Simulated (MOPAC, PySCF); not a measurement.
Dimer: F2H2Si (SMILES F[SiH2]F) (first 5 atoms) with HF (SMILES F); geometry from B3LYP-D3(BJ)/def2-TZVP, rigid monomers moved along the line of their centres of mass till F3···H7 is 1.68 Å.
(charge 0, multiplicity 1):
```xyz
7

F      0.6569     0.0164    -1.4508
Si     0.0794    -0.3877    -0.0273
F      0.6496     0.6904     1.0242
H     -1.3818    -0.2644    -0.0483
H      0.6058    -1.7036     0.3495
F     -0.3195    -0.0245     3.2505
H      0.1579     0.4540     2.6110
```

Counterpoise-corrected where a basis set is named; no monomer relaxation. Rows marked so take none.

Rows in 6-311+G**, 6-31G* carry no dispersion term and start afresh at each structure (6-31G* with six Cartesian d functions). MP2/6-31G* freezes PySCF's default core. The state that PM7 reach isn't checked; PM7 holds dispersion and hydrogen-bond terms.

Run with MOPAC for PM7 (differences of heats of formation); PySCF for 6-311+G** rows, 6-31G* rows. Values without a source in brackets are computed.

Task: Give the interaction energy at the level B3LYP/6-311+G** (no counterpoise).

Result: -156 meV

Task: Give the interaction energy at the level MP2/6-31G*.

Result: -78 meV

Task: Give the interaction energy at the level PM7.

Result: 536 meV
